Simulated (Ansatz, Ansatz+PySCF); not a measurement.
```xyz
2

Cu    0.0000    0.0000   -0.7083
Cl    0.0000    0.0000    1.2083
```

Basis set: def2-SVP (spherical functions). Correlated methods keep 10 orbitals frozen. Charge 0, multiplicity 1.

Computed with Ansatz (development build ahead of 0.2.0); each method stands on the lowest determinant of its kind that the runs found. Restricted open shells among the atoms or ions are ROHF, correlated in semicanonical orbitals with singles.

The atomization energy at this shape (free ground-state atoms in the same class of orbitals less the molecule, no zero-point energy) of singlet CuCl:

```json
{"method": "RHF-MP2", "atomization energy": "317.0 kJ/mol"}
{"method": "RHF-CCSD(T)", "atomization energy": "297.4 kJ/mol"}
{"method": "RHF-CCSD", "atomization energy": "294.5 kJ/mol"}
{"method": "RHF", "atomization energy": "207.4 kJ/mol"}
```

Task: What does UHF give?

Result: 196.5 kJ/mol. Caution: the shape is not the minimum.
